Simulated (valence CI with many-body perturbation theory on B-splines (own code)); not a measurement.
From CI to CI+MBPT in Xe20+

Computed by valence CI with perturbative core correlation (CI+MBPT): six valence electrons over a frozen Dirac-Fock core [Ar] 3d10, radial functions for each j: 9 s, 9 p, 8 d, 6 f, 3 g, 1 h, with the one-electron correlation potential Σ1, the two-electron term Σ2, the three-electron term Σ3, Breit, model QED; selected CI, second order for the rest, scaled by the run's own slope (own B-spline code, finite nucleus).

No measured levels were compared; by estimate levels hold to about 250 cm⁻¹ or 0.2 % of their energy and the worst to 1 %, as in measured heavy ions of charge 2 to 7; those with d or f electrons hold less well. Among the levels kept, up to 990 cm⁻¹ of a level comes from second order outside the variational space, and about a tenth of that is noise between levels of different J, which matters for small intervals.

Each rung adds one term. CI alone is the Dirac-Coulomb CI over the frozen core; QED comes last and gives the full result, which names the levels. Energies are above (4s^2 4p1/2^2 4p3/2^2) J=2 on the same rung, in cm⁻¹.

Levels are named by their leading jj configuration (3d3/2^4 stands for four electrons in 3d with j = 3/2), which in mixed levels can hold well under half, so a name can repeat and another be missing. Letters in brackets count levels of one name in rising energy.

```csv
Level,CI alone,+ Σ1,+ Σ2,+ Σ3,+ Breit,Full
(4s^2 4p1/2^2 4p3/2^2) J=0,39869,39933,39344,39157,39186,39178
(4s^2 4p1/2 4p3/2^3) J=1,119899,120768,121459,121514,119890,120118
(4s^2 4p1/2 4p3/2^3) J=2,143718,144599,144884,144820,143101,143312
(4s^2 4p3/2^4) J=0,283631,285370,285973,285823,282603,283009
(4s 4p1/2^2 4p3/2^3) J=2,534318,535119,536042,536447,536025,534148
(4s 4p1/2^2 4p3/2^3) J=1,577678,578537,578624,578990,578365,576631
(4s 4p1/2 4p3/2^4) J=0,654579,655953,657698,658178,656322,654914
(4s^2 4p1/2^2 4p3/2 4d3/2) J=2,672923,672822,672852,673261,671958,671677
(4s^2 4p1/2^2 4p3/2 4d3/2) J=3,680530,680509,680571,681001,679423,679170
(4s^2 4p1/2^2 4p3/2 4d3/2) J=0,683653,683847,683687,684075,682794,682319
(4s^2 4p1/2^2 4p3/2 4d3/2) J=1,690520,690786,690448,690837,689309,688849
(4s^2 4p1/2^2 4p3/2 4d5/2) J=4,701553,701766,701715,702175,699981,699788
(4s 4p1/2 4p3/2^4) J=1,707879,709185,708525,708896,706791,705536
(4s^2 4p1/2^2 4p3/2 4d5/2) J=2,720937,721259,720631,721066,718889,718667
(4s^2 4p1/2^2 4p3/2 4d5/2) J=3,753723,754023,753019,753238,751105,750921
(4s^2 4p1/2 4p3/2^2 4d3/2) J=1 [a],772320,772851,772677,772976,770433,770313
(4s^2 4p1/2 4p3/2^2 4d3/2) J=2 [a],778764,779435,779986,780496,777679,777599
(4s^2 4p1/2 4p3/2^2 4d3/2) J=0,781779,782496,782956,783508,780669,780589
(4s^2 4p1/2 4p3/2^2 4d3/2) J=3 [a],790838,791579,792064,792543,789437,789377
(4s^2 4p1/2 4p3/2^2 4d3/2) J=1 [b],798214,798728,797023,797121,794877,794636
(4s^2 4p1/2 4p3/2^2 4d5/2) J=3 [a],802277,803205,803755,804286,800800,800787
(4s^2 4p1/2 4p3/2^2 4d5/2) J=4 [a],808389,809272,809725,810147,806687,806666
(4s^2 4p1/2 4p3/2^2 4d3/2) J=4,817515,818336,818509,818852,815549,815504
(4s^2 4p1/2 4p3/2^2 4d5/2) J=4 [b],833543,834505,834767,835092,831457,831445
(4s^2 4p1/2 4p3/2^2 4d3/2) J=2 [b],841078,841843,841324,841482,838561,838480
(4s^2 4p1/2 4p3/2^2 4d5/2) J=5,841144,842156,842226,842521,838753,838773
(4s^2 4p1/2 4p3/2^2 4d5/2) J=1 [a],860975,861986,859346,859489,856291,856123
(4s^2 4p1/2 4p3/2^2 4d5/2) J=0,869647,870721,869565,869768,866331,866258
(4s^2 4p1/2 4p3/2^2 4d5/2) J=2 [a],878626,879660,878963,879014,875553,875535
(4s^2 4p1/2 4p3/2^2 4d3/2) J=2 [c],889968,890940,886593,886588,883467,883328
(4s^2 4p1/2 4p3/2^2 4d5/2) J=3 [b],893906,894987,894141,894169,890503,890502
```

**Question.** How does the ionisation energy move along the ladder, and which term matters most?

**Answer.** CI alone 617.21, + Σ1 618.41, + Σ2 618.55, + Σ3 618.25, + Breit 617.94, + QED 617.94 eV. The largest step is Σ1, 1.21 eV. NIST lists 616 ± 4 eV (theoretical).
